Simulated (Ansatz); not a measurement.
`[SnH3][SnH3]` + `CO[SiH2]S[SiH3]` → `[SiH3][S][SnH3]` + `CO[SiH2][SnH3]`  (redistribution)

Program: Ansatz. Geometries: PBE0-D4/def2-TZVP. ΔE: electronic, gas phase. CCSD(T)/CBS adds triple-zeta CCSD(T) − MP2 to the extrapolated MP2 energy (def2 sets, frozen cores). Functionals use def2-TZVPP. Elements past krypton have def2 core potentials. For Sn outer-core shells are correlated without core-valence functions, which leaves a few kJ/mol of doubt a bond. Each species was taken in one conformer, which may not be the lowest.

`[SnH3][SnH3]`:

```xyz
8

Sn   -0.891    0.833    0.651
Sn    0.892   -0.833   -0.651
H    -0.121    1.653    1.936
H    -1.522    1.998   -0.426
H    -2.195   -0.064    1.293
H     0.125   -1.639   -1.947
H     1.509   -2.010    0.421
H     2.204    0.062   -1.278
```

`CO[SiH2]S[SiH3]`:

Cartesian coordinates in Å:
```
C -1.091 -0.211 1.771
O -1.818 0.165 0.623
Si -1.131 0.529 -0.813
S 0.029 -1.085 -1.604
Si 1.957 -0.352 -1.049
H -0.546 -1.146 1.604
H -0.375 0.566 2.064
H -1.799 -0.358 2.587
H -0.217 1.698 -0.675
H -2.251 0.801 -1.735
H 2.917 -1.444 -1.343
H 2.006 -0.021 0.398
H 2.320 0.859 -1.828
```

`[SiH3][S][SnH3]`:

Cartesian coordinates in Å:
```
Si -0.275 -0.025 1.692
S 1.159 0.906 0.424
Sn 0.356 0.085 -1.692
H -1.657 0.416 1.362
H 0.058 0.376 3.081
H -0.224 -1.506 1.573
H 1.411 0.745 -2.852
H -1.247 0.622 -1.913
H 0.418 -1.619 -1.676
```

`CO[SiH2][SnH3]`:

Z-matrix (Å, degrees):
```
C
O 1 1.408
H 1 1.096 2 111.5
H 1 1.097 2 111.6 3 121.4
H 1 1.091 2 108.2 3 -119.3
Si 2 1.646 1 122.8 3 -59.9
Sn 6 2.576 2 112.1 1 -60.8
H 6 1.483 2 106.0 1 178.5
H 6 1.493 2 110.5 1 60.3
H 7 1.711 6 111.9 2 61.4
H 7 1.709 6 110.2 2 -179.2
H 7 1.709 6 111.8 2 -59.2
```

(1) Is it downhill or uphill in electronic energy at CCSD(T)/CBS, and by how much? (Estimate.)

(2) What do these levels give: ωB97X-V, ωB97M-V, B2PLYP, PBE, HF/def2-TZVPP, SCS-MP2/def2-TZVPP, CCSD(T)/def2-TZVPP, HF/def2-QZVPP, MP2/def2-QZVPP, SCS-MP2/def2-QZVPP, MP2/CBS(def2), CCSD/CBS(def2)? (Best estimate.)

Largest T1 diagnostic among the species: 0.013.

Answers

(1) The calculation gave: Uphill: ΔE = +57.3 kJ/mol.

(2) Computed: ωB97X-V 56.8, ωB97M-V 60.8, B2PLYP 57.6, PBE 53.6, HF/def2-TZVPP 55.3, SCS-MP2/def2-TZVPP 58.1, CCSD(T)/def2-TZVPP 56.5, HF/def2-QZVPP 54.9, MP2/def2-QZVPP 62.1, SCS-MP2/def2-QZVPP 58.5, MP2/CBS(def2) 62.6, CCSD/CBS(def2) 57.5 kJ/mol.
